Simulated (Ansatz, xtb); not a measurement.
# AlFGeH6Si: which of two conformers lies lower

Structure a: `[F][AlH][GeH2][SiH3]`, a singlet. Structure b: `[F][AlH][GeH2][SiH3]`, a singlet. Both are isolated molecules in the gas phase, relaxed with B3LYP/6-31G*.

a (Å):

```xyz
10

Al   -2.9302    2.6234   -0.5839
F    -3.8303    1.2868   -0.1679
Ge   -0.5498    2.2801   -1.1905
Si    0.1700   -0.0097   -1.1432
H    -3.7106    4.0061   -0.5474
H    -0.2826    2.8618   -2.6072
H     0.3564    3.1106   -0.2385
H     1.6050   -0.1361   -1.5192
H    -0.0121   -0.5713    0.2230
H    -0.6408   -0.8172   -2.0950
```

b (Å):

| atom | x (Å) | y (Å) | z (Å) |
| --- | --- | --- | --- |
| Al | -0.7112 | -0.2282 | -1.6826 |
| F | -0.4867 | 0.5149 | -3.1542 |
| Ge | 1.2511 | -0.5568 | -0.2093 |
| Si | 2.6094 | -2.4636 | -0.7641 |
| H | -2.1969 | -0.6948 | -1.3731 |
| H | 0.7803 | -0.7342 | 1.2610 |
| H | 2.1751 | 0.6908 | -0.2164 |
| H | 3.7287 | -2.6252 | 0.2033 |
| H | 3.1789 | -2.3109 | -2.1308 |
| H | 1.7851 | -3.7041 | -0.7430 |

Problem. Estimate which is lower in electronic energy at CCSD(T)/def2-SVP + ΔMP2/def2-TZVPP, and by roughly how much.

Solution. Too close to call at this level: CCSD(T)/def2-SVP + ΔMP2/def2-TZVPP gives E(b) − E(a) = −0.08 kcal/mol.

Level by level:

| level | geometry | E(b) − E(a) (kcal/mol) | departure from the last row (kcal/mol) | job, with rough time for the two |
| --- | --- | --- | --- | --- |
| B3LYP/6-31G* | B3LYP/6-31G* | −0.03 | +0.05 | optimisation, 88 s |
| HF/def2-SVP | B3LYP/6-31G* | +0.20 | +0.28 | part of the CCSD(T) run |
| MP2/def2-SVP | B3LYP/6-31G* | +0.03 | +0.11 | part of the CCSD(T) run |
| CCSD(T)/def2-SVP | B3LYP/6-31G* | +0.08 | +0.16 | single point |
| CCSD(T)/def2-SVP + ΔMP2/def2-TZVPP | B3LYP/6-31G* | −0.08 |  | single point, 23 s |

The largest departure from CCSD(T)/def2-SVP + ΔMP2/def2-TZVPP is that of HF/def2-SVP, 0.28 kcal/mol. Levels run at GFN2-xTB geometries aren't shown. The last row adds to CCSD(T) the change of the MP2 difference between the two basis sets, here −0.16 kcal/mol.

With harmonic frequencies from B3LYP/6-31G* (ideal gas, rigid rotor, one conformer each, 298.15 K, 1 atm): on the last row, ΔE + ΔZPE = −0.02 kcal/mol. A mode under 50 cm⁻¹ makes harmonic enthalpies and free energies unreliable, so none is given.

The correlated steps freeze 20 core orbitals; the filled d shell of Ge is correlated, in a basis made for valence electrons. Codes used: Ansatz 0.2.0; the last row on 2 threads of Intel(R) Xeon(R) 6975P-C (Granite Rapids) on a shared host.
